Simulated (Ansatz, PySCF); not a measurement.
In(H)(Cl)(Et) (C2H6ClIn), SMILES [CH2]([InH][Cl])C. Atoms are numbered in the order given.

```xyz
10

In    -0.1983    -0.3716     0.1749
H     -0.8720    -1.7516     0.9720
Cl     0.4976     1.2950     1.7482
C      0.1810     0.2436    -1.8829
C     -0.2304    -0.7577    -2.9625
H      1.2590     0.4704    -1.9227
H     -0.3407     1.2078    -1.9970
H     -1.3101    -0.9772    -2.9352
H      0.2991    -1.7189    -2.8605
H     -0.0055    -0.3714    -3.9722
```

Geometry: B3LYP-D3(BJ)/def2-SVP. The structure was generated by enumeration; whether it is a known compound was not checked. The def2 effective core potentials stand for the cores of In; spin–orbit coupling is left out. Other conformers were not sampled.

Two levels are set side by side: PBE-D3(BJ)/def2-SVP (Ansatz, a program for electronic structure) and B3LYP-D3(BJ)/def2-SVP (Ansatz). Each level has its own optimised geometry; the coordinates shown are those of the second. Frequencies come from the Hessian of PySCF at each geometry. Differences are taken from unrounded values.

| quantity | B3LYP-D3(BJ) | PBE-D3(BJ) | PBE-D3(BJ) minus B3LYP-D3(BJ) |
|---|---|---|---|
| mean bond length (Å) | 1.483 | 1.489 | 0.006 |
| bond In1–Cl3 (Å) | 2.395 | 2.398 | 0.003 |
| bond In1–C4 (Å) | 2.181 | 2.183 | 0.002 |
| bond C4–C5 (Å) | 1.529 | 1.529 | 0.000 |
| bond In1–H2 (Å) | 1.730 | 1.738 | 0.008 |
| bond C4–H6 (Å) | 1.102 | 1.110 | 0.008 |
| bond C4–H7 (Å) | 1.102 | 1.110 | 0.008 |
| bond C5–H8 (Å) | 1.102 | 1.109 | 0.007 |
| bond C5–H9 (Å) | 1.102 | 1.109 | 0.007 |
| bond C5–H10 (Å) | 1.104 | 1.112 | 0.008 |
| highest harmonic wavenumber (cm⁻¹) | 3110 | 3058 | -52 |
| mean harmonic wavenumber (cm⁻¹) | 1297 | 1265 | -32 |
| zero-point energy (kcal/mol) | 44.50 | 43.39 | -1.11 |

GGA bonds tend to be longer and softer than those of functionals with exact exchange. Differences between two approximate levels are no errors against the true value.
